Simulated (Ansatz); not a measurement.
Stepwise reaction of `[NH2][Sn]([NH2])([NH2])[Cl]` with hydrogen chloride, as a gas-phase model of exchange steps in deposition or etching. ΔE in kJ/mol.

Calculated with Ansatz (gas phase, PBE0-D4/def2-TZVP geometries, no zero-point term in ΔE). CBS: MP2 limit from def2 TZ/QZ plus the TZ coupled-cluster correction, frozen cores. This one scheme is used for every species. DFT in def2-TZVPP. B3LYP here is the variant with VWN-RPA as its local correlation; programs differ in this. Elements past krypton have def2 core potentials. For Sn outer-core shells are correlated without core-valence functions, which leaves a few kJ/mol of doubt a bond. One conformer a species, not always the lowest.

```
step                                                                  reaction  PBE-D4  B3LYP-D4  ωB97M-V  CCSD(T)/CBS
   1  `[NH2][Sn]([NH2])([NH2])[Cl]` + HCl → `[NH2][Sn]([NH2])([Cl])[Cl]` + NH₃   -89.4     -91.7    -89.8        -88.0
   2    `[NH2][Sn]([NH2])([Cl])[Cl]` + HCl → `[NH2][Sn]([Cl])([Cl])[Cl]` + NH₃   -75.6     -77.6    -76.0        -74.2
   3      `[NH2][Sn]([Cl])([Cl])[Cl]` + HCl → `[Cl][Sn]([Cl])([Cl])[Cl]` + NH₃   -73.7     -75.7    -74.0        -72.0
```

By hand: ΔE of the 3 steps together at CCSD(T)/CBS.

(-88.0) + (-74.2) + (-72.0) = -234.2 kJ/mol, or -78.1 kJ/mol a step.

In ΔE each step is higher than the one before. All are downhill at CCSD(T)/CBS. PBE-D4 differs from CCSD(T)/CBS by -1.7 to -1.4 kJ/mol a step. Isolated molecules leave out the surface, adducts and barriers. Largest T1 diagnostic: 0.012.
